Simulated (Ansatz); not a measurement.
Calculated with Ansatz (gas phase, PBE0-D4/def2-TZVP geometries, no zero-point term in ΔE). CCSD(T)/CBS adds triple-zeta CCSD(T) − MP2 to the extrapolated MP2 energy (def2 sets, frozen cores). DFT in def2-TZVPP. One conformer a species, not always the lowest.

Reaction (cleavage of the Si–Si bond): `O[SiH](F)[SiH2]Cl` + `O[SiH2]O` → `O[SiH2]O[SiH2]Cl` + `O[SiH2]F`

| level | ΔE (kcal/mol) | difference from CCSD(T)/CBS |
| --- | --- | --- |
| BLYP-D4 | -29.7 | 2.6 |
| r2SCAN-D4 | -30.4 | 1.9 |
| B2PLYP | -32.9 | -0.6 |
| PBE0 | -27.5 | 4.8 |
| CAM-B3LYP | -33.0 | -0.7 |
| MP2/def2-SVP | -34.2 | -1.9 |
| CCSD/def2-SVP | -33.1 | -0.8 |
| MP2/def2-TZVPP | -34.5 | -2.2 |
| SCS-MP2/def2-TZVPP | -35.2 | -2.9 |
| MP2/def2-QZVPP | -34.5 | -2.2 |
| CCSD(T)/CBS | -32.3 | 0 |

Largest T1 diagnostic among the species: 0.012.

Leaving LDA and LC-ωPBE aside and taking each functional with its dispersion term where it has one, the values, not all of them listed here, spread over 9.8 kcal/mol, from BHLYP-D4 to PBE-D4. LDA lies −1.0 kcal/mol from PBE without D4. From PBE to PBE0 (25 % exact exchange), in def2-TZVPP and without D4, ΔE moves by −2.7 kcal/mol.
